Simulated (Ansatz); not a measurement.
Geometry optimisation, RKS PBE0/def2-SVP in Ansatz.

Input:

```yaml
crystal:
  periodic: [false, false, false]
  atoms:
    - { symbol: B, position_ang: [0.0, 0.0, 0.0] }
    - { symbol: O, position_ang: [0.0, 0.0, 1.41] }
    - { symbol: H, position_ang: [-0.9095, -0.2814, 1.7471] }
    - { symbol: O, position_ang: [1.2211, 0.0, -0.705] }
    - { symbol: H, position_ang: [1.5209, -0.9519, -0.8599] }
    - { symbol: Cl, position_ang: [-1.6108, 0.0, -0.93] }
basis:
  gaussian: { orbitals: def2-SVP }
hamiltonian:
  xc: pbe0
relax:
  f_tol: 0.02
  max_steps: 40
```

Launched with:

```bash
$ ansatz run input.yaml --threads 2 --pin off --max-ram 3072MiB --backend cpu --events-out ev --progress --plain --runs-dir out
```

**Question.** Where does it end, and by what steps?

**Answer.** The forces met the threshold. After 8 steps the energy has fallen by 0.744 eV; H5 moved furthest, 0.63 Å.

| step | energy less start (eV) | largest force component (eV/Å) | accepted |
| --- | --- | --- | --- |
| 0 | 0.0000 | 2.027 | yes |
| 1 | -0.2086 | 2.836 | yes |
| 2 | -0.3230 | 1.681 | yes |
| 3 | -0.4258 | 0.870 | yes |
| 4 | -0.5466 | 0.680 | yes |
| 5 | -0.7084 | 0.498 | yes |
| 6 | -0.7313 | 0.682 | yes |
| 7 | -0.7432 | 0.082 | yes |
| 8 | -0.7436 | 0.017 | yes |

```xyz
6
Properties=species:S:1:pos:R:3
B -0.092 -0.163 -0.103
O 0.040 -0.282 1.240
H -0.782 -0.132 1.717
O 0.958 -0.339 -0.926
H 1.762 -0.549 -0.438
Cl -1.664 0.231 -0.829
```

Whether the end is a true minimum wasn't checked by a vibrational analysis.

The run took 11 s on 2 threads of Arm Neoverse V2, on a shared host, peak memory 0.13 GiB.
